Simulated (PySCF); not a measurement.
Task: Write a Z-matrix for `[SiH3]C1=CPC=C1` as optimised with CAM-B3LYP/def2-SV(P).

Result: 
Z-matrix in Å and degrees, rows numbered from 1:
```
Si
C   1  1.8730
C   2  1.4694  1  124.19
C   3  1.3509  2  115.04  1   179.72
P   4  1.8077  3  110.30  2     7.00
C   2  1.3584  1  123.55  3   179.75
H   1  1.4919  2  109.02  3  -175.86
H   1  1.4945  2  111.08  3    63.89
H   1  1.4944  2  110.61  3   -55.56
H   3  1.0951  2  121.85  1    -0.16
H   4  1.0921  3  124.56  2   179.27
H   5  1.4272  4  101.27  3  -109.71
H   6  1.0929  2  124.49  1     0.36
```

The 5-membered ring C2–C3–C4–P5–C6 has internal angles of 89.9° to 115.0° (sum 539°, against 540° for a flat polygon); it is slightly puckered (a soft mode that the optimisation may not have finished), 0.05 Å rms from its mean plane, widest ring torsion 9°. The C–C distances run from 1.351 Å (C3–C4, drawn aromatic) to 1.469 Å (C2–C3, drawn aromatic), a spread of 0.118 Å. P5 (ring phosphorus) is pyramidal (angles 101.3°, 100.5° and 89.9°, sum 291.7°, 0.82 Å off the plane of its three neighbours). Si1 (SiH3 silicon) is tetrahedral (angles from 107.6° to 111.1°).

Computed with CAM-B3LYP/def2-SV(P) geometry optimisation, gas phase in PySCF.

Whether it is a minimum is left open (no frequencies).
